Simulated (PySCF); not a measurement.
C₆ coefficients of unlike pairs at PBE0

Calculated with PySCF 2.14 from the dipole response of each species, C₆(A,B) = (3/π) ∫ α_A(iu) α_B(iu) du, in atomic units, from isotropic polarisabilities. For ions this is the dispersion term alone; charge-induced terms of lower order in 1/R come first.

```
species           configuration                       basis  relativity  α (bohr³)  C₆ (like pair)
   Kr²⁺  [Ar] 3d10 4s2 4p4 (3P)      def2-TZVPPD (7s6p5d1f)        none      7.536           36.64
   Mg²⁺               [Ne] (1S)     aug-cc-pCVTZ (8s7p5d3f)        none     0.4492          0.5123
    N³⁺           [He] 2s2 (1S)    aug-cc-pVQZ (6s5p4d3f2g)        none      2.127           2.113
   Cl²⁺       [Ne] 3s2 3p3 (4S)  aug-cc-pV(T+d)Z (6s5p4d2f)        none      5.867           20.88
```

(1) Estimate C₆ for Cl²⁺ with Kr²⁺.

No spin-orbit coupling is included.

The other pairs:

```json
{"pair": "N³⁺, Mg²⁺", "C₆": "0.7914"}
{"pair": "Mg²⁺, Kr²⁺", "C₆": "3.506"}
{"pair": "Cl²⁺, N³⁺", "C₆": "6.600"}
{"pair": "Cl²⁺, Mg²⁺", "C₆": "2.622"}
{"pair": "N³⁺, Kr²⁺", "C₆": "8.714"}
```

## Answers

(1) The integral gives 27.65. The combination rule 2 C_A C_B / (C_A α_B/α_A + C_B α_A/α_B) gives 27.65 and the geometric mean 27.66.
